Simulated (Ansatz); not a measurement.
Reaction (ligand exchange at a Ge–S bond): `Cl[SiH2][S][GeH3]` + `CO[SiH](O)F` → `CO[SiH](F)[O][GeH3]` + `S[SiH2]Cl`

Isolated molecules relaxed with PBE0-D4/def2-TZVP in Ansatz; ΔE leaves out vibrations. CCSD(T)/CBS is the MP2 limit (def2-TZVPP, def2-QZVPP) plus CCSD(T) − MP2 in def2-TZVPP, frozen cores. Functionals use def2-TZVPP. B3LYP here is the variant with VWN-RPA as its local correlation; programs differ in this. For Ge outer-core shells are correlated without core-valence functions, which leaves a few kJ/mol of doubt a bond. Scalar relativity is left out up to krypton. One conformer a species, not always the lowest.

`Cl[SiH2][S][GeH3]`:

Cartesian coordinates in Å:
```
Cl 1.001 2.703 1.929
Si 0.722 1.261 0.501
S -0.232 -0.395 1.416
Ge -0.773 -1.404 -0.501
H 2.051 0.895 -0.040
H -0.123 1.828 -0.579
H -0.859 -2.900 -0.184
H -2.118 -0.863 -1.006
H 0.331 -1.124 -1.535
```

`CO[SiH](O)F`:

```xyz
10

C     1.247   -0.547    0.881
O    -0.117   -0.356    0.569
Si   -0.690    0.612   -0.601
O    -2.276    0.339   -0.777
F     0.109    0.285   -1.943
H     1.700    0.377    1.256
H     1.811   -0.888    0.008
H     1.312   -1.306    1.662
H    -0.502    2.046   -0.334
H    -2.595   -0.563   -0.721
```

`CO[SiH](F)[O][GeH3]`:

Z-matrix (Å, degrees):
```
C
O 1 1.411
H 1 1.095 2 111.3
H 1 1.091 2 108.2 3 119.1
H 1 1.094 2 111.2 3 -121.5
Si 2 1.627 1 125.4 3 61.2
O 6 1.605 2 108.0 1 172.6
F 6 1.595 2 108.4 1 52.6
H 6 1.473 2 112.7 1 -64.6
Ge 7 1.786 6 133.3 2 -23.6
H 10 1.535 7 108.7 6 -45.6
H 10 1.534 7 107.9 6 75.6
H 10 1.533 7 104.8 6 -165.2
```

`S[SiH2]Cl`:

Cartesian coordinates in Å:
```
S -0.526 1.620 -0.086
Si 0.134 -0.384 -0.302
Cl -1.005 -1.721 0.762
H -0.125 1.720 1.193
H 1.525 -0.543 0.175
H -0.003 -0.692 -1.741
```

Task: Is it downhill or uphill in electronic energy at CCSD(T)/CBS, and by how much? (Best estimate.)

Result: Ansatz gave: Uphill: ΔE = +2.2 kcal/mol.

Task: What do these levels give: PBE-D4, r2SCAN-D4, PBE0-D4, B3LYP-D4, r2SCAN0-D4, ωB97X-V, PBE-QIDH, B3LYP, CAM-B3LYP, CCSD/def2-TZVPP, CCSD(T)/def2-TZVPP, CCSD/CBS(def2)? (Best estimate.)

Result: Computed: PBE-D4 3.9, r2SCAN-D4 2.3, PBE0-D4 3.7, B3LYP-D4 1.1, r2SCAN0-D4 2.6, ωB97X-V 0.9, PBE-QIDH 2.8, B3LYP 0.6, CAM-B3LYP -0.4, CCSD/def2-TZVPP 0.3, CCSD(T)/def2-TZVPP 0.9, CCSD/CBS(def2) 1.6 kcal/mol.

Task: What do rigid-rotor, harmonic-oscillator terms from PBE0-D4/def2-TZVP frequencies (298.15 K, 1 bar) make of the CCSD(T)/CBS value? (Best estimate.)

Result: Ansatz gave: ΔZPE = -1.2 kcal/mol, ΔH = +0.9 kcal/mol, ΔS = -2 J/(mol·K), ΔG = +1.0 kcal/mol. Modes under 50 cm⁻¹ make the entropy rough.

Largest T1 diagnostic among the species: 0.012.

At CCSD(T), def2-SVP lies −4.3 kcal/mol from the extrapolated value and def2-TZVPP −1.3 kcal/mol. Leaving LDA and LC-ωPBE aside and taking each functional with its dispersion term where it has one, the values, not all of them listed here, spread over 4.1 kcal/mol, from CAM-B3LYP-D4 to PBE-D4.
